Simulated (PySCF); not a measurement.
C6H3F7O2, SMILES C=C(F)C(=O)OC(C(F)(F)F)C(F)(F)F. The structure is a stationary point at PBE-D3(BJ)/def2-SVP. Other conformers were not sampled.

Computed equilibrium geometry at PBE-D3(BJ)/def2-SVP (PySCF confirms it by a frequency run) as bond lengths and angles, and its point group (one conformer of several):
point group Cs.
Atoms: C1 C2 F3 C4 O5 O6 C7 C8 F9 F10 F11 C12 F13 F14 F15 H16 H17 H18. Bonded distances (Å): C1–C2 1.344, C1–H16 1.097, C1–H17 1.098, C2–F3 1.338, C2–C4 1.494, C4–O5 1.213, C4–O6 1.372, O6–C7 1.419, C7–C8 1.538, C7–C12 1.538, C7–H18 1.111, C8–F9 1.343, C8–F10 1.347, C8–F11 1.349, C12–F13 1.347, C12–F14 1.343, C12–F15 1.349. Angles (°): C2–C1–H16 118.8, C2–C1–H17 120.8, H16–C1–H17 120.4, C1–C2–F3 122.5, C1–C2–C4 121.9, F3–C2–C4 115.6, C2–C4–O5 124.8, C2–C4–O6 110.7, O5–C4–O6 124.5, C4–O6–C7 115.8, O6–C7–C8 108.0, O6–C7–C12 108.0, O6–C7–H18 110.0, C8–C7–C12 115.1, C8–C7–H18 107.9, C12–C7–H18 107.9, C7–C8–F9 112.3, C7–C8–F10 110.3, C7–C8–F11 108.9, F9–C8–F10 108.5, F9–C8–F11 108.2, F10–C8–F11 108.4, C7–C12–F13 110.3, C7–C12–F14 112.3, C7–C12–F15 108.9, F13–C12–F14 108.5, F13–C12–F15 108.4, F14–C12–F15 108.2.
Charge 0, spin multiplicity 1.
